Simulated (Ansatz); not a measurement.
Consider the redistribution: `[SiH3][GeH2][SiH2][GeH2][SiH2][GeH3]` + `CB[SiH3]` → `C[BH][GeH2][SiH3]` + `[SiH3][SiH2][GeH2][SiH2][GeH3]`.

Calculated with Ansatz (gas phase, PBE0-D4/def2-TZVP geometries, no zero-point term in ΔE). CCSD(T)/CBS adds triple-zeta CCSD(T) − MP2 to the extrapolated MP2 energy (def2 sets, frozen cores). DFT in def2-TZVPP. B3LYP here is the variant with VWN-RPA as its local correlation; programs differ in this. For Ge outer-core shells are correlated without core-valence functions, which leaves a few kJ/mol of doubt a bond. Scalar relativity is left out up to krypton. One conformer a species, not always the lowest.

`[SiH3][GeH2][SiH2][GeH2][SiH2][GeH3]`:

Cartesian coordinates in Å:
```
Si -2.087 -1.655 0.634
Ge -1.633 -0.983 -1.604
Si 0.671 -0.536 -2.013
Ge 1.252 1.647 -1.263
Si 0.578 1.931 1.002
Ge 1.446 0.142 2.308
H -1.782 -0.558 1.589
H -1.259 -2.839 0.983
H -3.524 -2.014 0.769
H -2.109 -2.106 -2.548
H -2.458 0.275 -1.939
H 1.503 -1.541 -1.295
H 0.952 -0.662 -3.471
H 2.775 1.854 -1.377
H 0.563 2.694 -2.159
H 1.065 3.231 1.542
H -0.909 1.927 1.065
H 2.976 0.264 2.406
H 0.860 0.135 3.730
H 1.120 -1.206 1.642
```

`CB[SiH3]`:

Cartesian coordinates in Å:
```
C -0.947 -0.740 1.026
B 0.354 -0.012 0.601
Si 0.731 0.651 -1.268
H -1.572 0.085 1.414
H -0.832 -1.434 1.861
H -1.523 -1.202 0.223
H 1.185 0.215 1.439
H 1.185 2.071 -1.268
H -0.428 0.533 -2.199
H 1.847 -0.168 -1.830
```

`C[BH][GeH2][SiH3]`:

Z-matrix (Å, degrees):
```
C
B 1 1.549
H 1 1.104 2 103.7
H 1 1.091 2 116.3 3 116.5
H 1 1.093 2 113.9 3 -113.7
Ge 2 2.055 1 122.8 3 -101.0
H 2 1.199 1 119.4 3 79.4
Si 6 2.390 2 107.1 1 -93.8
H 6 1.543 2 113.3 1 23.5
H 6 1.541 2 114.4 1 147.7
H 8 1.488 6 110.4 2 -60.9
H 8 1.487 6 111.0 2 178.6
H 8 1.488 6 110.0 2 58.5
```

`[SiH3][SiH2][GeH2][SiH2][GeH3]`:

Cartesian coordinates in Å:
```
Si -1.393 -2.264 -0.232
Si -0.062 -1.031 -1.706
Ge -0.423 1.295 -1.340
Si -0.161 1.751 0.982
Ge 1.856 0.762 1.764
H -2.829 -1.962 -0.478
H -1.175 -3.727 -0.392
H -1.064 -1.882 1.168
H -0.369 -1.399 -3.116
H 1.374 -1.330 -1.446
H 0.592 2.124 -2.148
H -1.838 1.688 -1.807
H -0.140 3.218 1.237
H -1.312 1.164 1.724
H 2.100 1.072 3.250
H 3.053 1.286 0.952
H 1.792 -0.765 1.589
```

```tsv
level	ΔE (kcal/mol)	difference from CCSD(T)/CBS
PBE0-D4	1.0	0.2
B3LYP-D4	1.5	0.7
ωB97X-V	1.1	0.3
ωB97M-V	1.4	0.6
PBE	-0.4	-1.2
PBE0	-0.1	-0.9
B3LYP	-0.3	-1.1
HF/def2-TZVPP	0.1	-0.7
MP2/def2-TZVPP	1.1	0.3
SCS-MP2/def2-TZVPP	1.0	0.2
CCSD/def2-TZVPP	0.9	0.1
CCSD(T)/def2-TZVPP	1.0	0.2
MP2/def2-QZVPP	1.0	0.2
SCS-MP2/def2-QZVPP	0.8	0.0
HF/CBS(def2)	0.1	-0.7
MP2/CBS(def2)	0.9	0.1
CCSD(T)/CBS	0.8	0
```

Largest T1 diagnostic among the species: 0.013.

In def2-TZVPP, CCSD(T) changes the Hartree–Fock value by +0.9 kcal/mol (the triples alone add +0.1 kcal/mol) and MP2 by +1.0 kcal/mol. The D4 term adds +1.8 kcal/mol with B3LYP and +1.1 kcal/mol with PBE0; it sums over pairs of atoms, weighted by their polarisabilities, and B3LYP, whose exchange is more repulsive, gets the larger term.
